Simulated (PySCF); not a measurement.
## Unknowns

- spin–spin couplings from B3LYP/pcJ-1 (spin–dipole term left out of most H,H and C,H couplings)
- shieldings: GIAO PBE0/pcSseg-1
- geometry from GFN2-xTB
- run in PySCF 2.14
- averaged over atoms made equivalent by symmetry, fast rotation or ring inversion, no relativistic terms, no solvent, one computed conformer

Referencing at the same level of theory: TMS for ¹H (31.72 ppm), ¹³C (186.93 ppm). Multiplet labels drop J under 1 Hz and among equivalent protons, and merge close values. Unscaled 3J(H,H) run several per cent high. Where no couplings were computed, multiplicities follow the n + 1 count of equivalent neighbours, and m marks all less simple cases (inequivalent or close neighbours, rings, F or P nearby). Shifts are as computed. Against solution values, carbons near 30 ppm lie about +3 ppm off and those near 130 ppm about +5 ppm. Of 1211 compounds with measured shifts, 218 miss one by over three times the rms of a fit or turn the order of signals round; such compounds aren't used in these exercises.

**Question.** C6H8O. ¹H NMR (400 MHz, computed): δ 6.13 (tq, J = 2.4, 1.7 Hz, 1H), 2.42 (m, 2H), 2.34 (m, 2H), 2.22 (q, J = 1.6 Hz, 3H). ¹³C{¹H} NMR (computed): δ 210.1 (C), 185.2 (C), 138.7 (CH), 38.1 (CH2), 35.6 (CH2), 22.3 (CH3). Identify the compound.

**Answer.** 3-methyl-2-cyclopenten-1-one (SMILES CC1=CC(=O)CC1). The formula gives 3 degrees of unsaturation (1 ring in the answer). 6 carbon signals for 6 carbons: no two carbons are equivalent. Carbon types of the structure: 2 × C, 1 × CH, 2 × CH2, 1 × CH3, which accounts for all hydrogens. δC 210.1: ketone carbonyl carbon; low-lying n→π* states of the double bond to the heteroatom give a large paramagnetic term (-272 ppm). δC 185.2: β carbon of a C=C–C=O unit; conjugation with the carbonyl draws π density from the β position. δC 138.7: α carbon of a C=C–C=O unit; the olefinic region. δH 2.22: hydrogen on an allylic methyl carbon; allylic position.

The data come from this structure; uniqueness wasn't tested.

**Question.** C6H8O. ¹H NMR (400 MHz, computed): δ 7.60 (m, 1H), 6.76 (m, 1H), 6.20 (d, 1H), 6.13 (m, 1H), 6.01 (m, 1H), 2.22 (s, 3H). ¹³C{¹H} NMR (computed): δ 199.3, 151.1, 144.2, 137.1, 132.9, 34.0. What is it?

**Answer.** `C=C/C=C/C(C)=O`. The formula gives 3 degrees of unsaturation (no ring in the answer). 6 carbon signals for 6 carbons: no two carbons are equivalent. Carbon types of the structure: 1 × C, 3 × CH, 1 × CH2, 1 × CH3, which accounts for all hydrogens. δC 199.3: ketone carbonyl carbon; low-lying n→π* states of the double bond to the heteroatom give a large paramagnetic term (-259 ppm). δC 151.1: β carbon of a C=C–C=O unit; conjugation with the carbonyl draws π density from the β position. δC 137.1: terminal =CH2 carbon; an sp2 carbon of a C=C bond. δC 132.9: α carbon of a C=C–C=O unit; the olefinic region.

The shifts were computed for this structure.
